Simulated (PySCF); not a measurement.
Screening by computed properties: pick the candidate that meets the target.

Each SMILES stands for a single optimised conformer of the isolated species, non-relativistic unless stated; the electronic structure was computed with PySCF and density fitting.

The conformers computed, where there is a choice (atom-mapped SMILES and torsion angles):
- `[F:1][CH2:2][C:3]([F:4])([F:5])[c+:6]1[cH:7][c:8]1[Cl:9]`: F1–C2–C3–F4 89°, C2–C3–C6–C7 -87°
- `[CH3:1][CH2:2][N:3]([CH3:4])[P:5]([CH3:6])[CH2:7][PH2:8]`: C1–C2–N3–C4 -72°, C2–N3–P5–C6 62°, N3–P5–C7–P8 99°, H–P8–C7–P5 156°, H–P8–C7–P5 64°
- `[CH3:1][CH:2]([CH3:3])[P:4]1[CH:5]=[CH:6][CH2:7][CH:8]=[CH:9]1`: C1–C2–P4–C5 -80°

Problem. Wanted: HOMO energy between -10 eV and -5.8 eV (PBE0/pcSseg-1) and smallest rotational constant below 0.9 GHz (GFN2-xTB), at GFN2-xTB geometries. Which candidate meets both?
A. `Cn1nc2ccc(Cl)cc2n1`
B. `CC(C)P1C=CCC=C1`
C. `CCN(C)P(C)CP`
D. `FCC(F)(F)[C+]1C=C1Cl`

Solution. A. Computed values:
```
             species  HOMO energy  smallest rotational constant
FCC(F)(F)[C+]1C=C1Cl    -14.40 eV                     0.799 GHz
  Cn1nc2ccc(Cl)cc2n1     -6.87 eV                     0.458 GHz
     CC(C)P1C=CCC=C1     -6.07 eV                     0.927 GHz
        CCN(C)P(C)CP     -5.61 eV                     0.707 GHz
```
